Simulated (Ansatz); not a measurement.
`[NH2][GaH][AsH2]` + H₂O → `O[AsH2]` + `[NH2][GaH2]` at 298.15 K and 1 bar (formal hydrolysis of the As–Ga bond).

Program: Ansatz. Geometries: PBE0-D4/def2-TZVP. ΔE: electronic, gas phase. CBS: MP2 limit from def2 TZ/QZ plus the TZ coupled-cluster correction, frozen cores. This one scheme is used for every species. For As, Ga outer-core shells are correlated without core-valence functions, which leaves a few kJ/mol of doubt a bond. Scalar relativity is left out up to krypton. Each species was taken in one conformer, which may not be the lowest.

```json
{"species": "`[NH2][GaH][AsH2]`", "CCSD(T)/CBS energy (Eh)": "-4216.68718", "H − E (kJ/mol)": "145.6", "S (J/(mol·K))": "342.8"}
{"species": "H₂O", "CCSD(T)/CBS energy (Eh)": "-76.37941", "H − E (kJ/mol)": "66.4", "S (J/(mol·K))": "188.7"}
{"species": "`O[AsH2]`", "CCSD(T)/CBS energy (Eh)": "-2311.97217", "H − E (kJ/mol)": "89.1", "S (J/(mol·K))": "265.7"}
{"species": "`[NH2][GaH2]`", "CCSD(T)/CBS energy (Eh)": "-1981.05479", "H − E (kJ/mol)": "115.2", "S (J/(mol·K))": "263.8"}
```

H − E and S are ideal-gas, rigid-rotor, harmonic terms from PBE0-D4/def2-TZVP, for one conformer and one mirror image of each species. 1 Eh = 2625.50 kJ/mol, R = 8.31446 J/(mol·K).

Task: By hand: ΔE, ΔH, ΔS and ΔG.

Result: ΔE = (-2311.97217) + (-1981.05479) − (-4216.68718) − (-76.37941) = 0.03963 Eh = 104.0 kJ/mol. Δ(H − E) = 89.1 + 115.2 − 145.6 − 66.4 = -7.7, so ΔH = 96.3 kJ/mol. ΔS = 265.7 + 263.8 − 342.8 − 188.7 = -2.0 J/(mol·K). ΔG = 96.3 − 298.15 × (-2.0)/1000 = 96.9 kJ/mol.

Task: By hand: the equilibrium constant, and the temperature at which ΔG would vanish if ΔH and ΔS stayed fixed.

Result: log₁₀ K = −ΔG/(RT ln 10) = -17.0. ΔH and −TΔS have one sign here, so there is no such temperature. One of them is within its doubt of zero, so this could turn.

The number of gas molecules stays the same, so ΔS is small and ΔH decides. A doubt of 5 kJ/mol in ΔE shifts log₁₀ K by 0.9 here. Other conformers and mirror images would add mixing entropy, several J/(mol·K) or more a flexible species. These are equilibria of isolated gas molecules and say nothing of rates. Largest T1 diagnostic: 0.014 (customary marks: 0.02 for closed shells, 0.045 for open ones).
